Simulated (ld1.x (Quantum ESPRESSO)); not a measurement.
# Configuration tests for ytterbium (TM)

ld1.x (Quantum ESPRESSO) 7.5 input, shortened:

```
&input
   title='Yb', zed=70., rel=2, dft='PBESOL', iswitch=3,
   config='[Xe] 4f14 5d0 6s2 6p0', rel_dist='average'
 /
 &inputp
   pseudotype=2, tm=.true., lloc=-1, rcloc=0.95,
   nlcc=.false.
 /
4
6S  1  0   2.00   0.00  3.05  3.05  0.0
5P  2  1   6.00   0.00  1.30  1.30  0.0
5D  3  2   0.00   0.00  3.35  3.35  0.0
4F  4  3  14.00   0.00  1.00  1.00  0.0
 &test
   configts(1)='4f14 5p6 5d0 6s2 6p0'
 /
```

Open shells are filled in proportion to 2j + 1 (rel_dist='average').

Energies are relative to the spin-unpolarised reference configuration 4f14 5p6 5d0 6s2 6p0; without spin polarisation the order of configurations can differ from experiment. Not all tests gave a result: 2 of 7 tests not solved or not reliable. Left out of the table: 4f13 5p6 5d1 6s2 6p0 (solver errors, printed error -4971 eV); 4f14 5p6 5d0 6s0 6p2 (solver errors, printed error -5268 eV). The frozen-core shift is the all-electron ΔE with the core orbitals held at their reference shape minus the fully relaxed ΔE.

```json
{"valence configuration": "4f14 5p6 5d0 6s1 6p0", "charge": "+1", "ΔE all-electron (eV)": "6.551", "error AE − PS (meV)": "+0.1", "frozen-core shift (meV)": "+0.2"}
{"valence configuration": "4f14 5p6 5d0 6s0 6p0", "charge": "+2", "ΔE all-electron (eV)": "18.681", "error AE − PS (meV)": "-1.4", "frozen-core shift (meV)": "+2.0"}
{"valence configuration": "4f13 5p6 5d0 6s0 6p0", "charge": "+3", "ΔE all-electron (eV)": "45.211", "error AE − PS (meV)": "+614", "frozen-core shift (meV)": "+166"}
```

Question: What are ΔE and the potential's error for 4f14 5p6 5d1 6s0 6p0?

Answer: ΔE = 9.449 eV all-electron; the error (AE − PS) is -5.8 meV.

Question: What are ΔE and the potential's error for 4f14 5p5 5d0 6s2 6p0?

Answer: ΔE = 33.386 eV all-electron; the error (AE − PS) is -38 meV.

These tests converged, but a pseudo level misses the all-electron one widely, so the file describes the atom poorly there or has found another state: 4f13 5p6 5d0 6s0 6p0: empty 6p by 2.9 eV (a node warning on the way). ld1.x printed “convergence not achieved” for 2 of the counted tests; their residual had stalled under 1e-8, short of the target of 1e-14.

A Bessel basis up to 400 Ry misses an occupied level by 0.06 Ry, so cutoffs and ghosts were not judged.
